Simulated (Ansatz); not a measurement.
System: SeCl2, charge 1, multiplicity 2. SMILES of the parent species: [Se](Cl)Cl
Structure (B3LYP-D3(BJ)/def2-TZVP (Ansatz, a program for electronic structure) minimum search):
```xyz
3

Se     0.0027    -0.0049     0.6415
Cl     1.0611     1.2732    -0.6363
Cl    -1.0665    -1.2635    -0.6467
```
Charge +1, spin multiplicity 2.

Parts of the frozen-core correlation energy in def2-SVP (Ansatz, hartree). Frozen orbitals: 24; correlated occupied orbitals by spin: 10 and 9; virtual: 34 and 35. UHF or UKS for open shells. Spin-orbit coupling is left out. Non-relativistic.

| term | value |
|---|---|
| reference (HF) | -3317.91576 |
| MP2 opposite-spin | -0.27195 |
| MP2 same-spin | -0.09946 |
| CCSD correlation | -0.40703 |
| (T) | -0.01402 |
| T1 diagnostic | 0.025 |
| largest doubles amplitude | 0.049 |
| <S^2> of the reference | 0.763 |
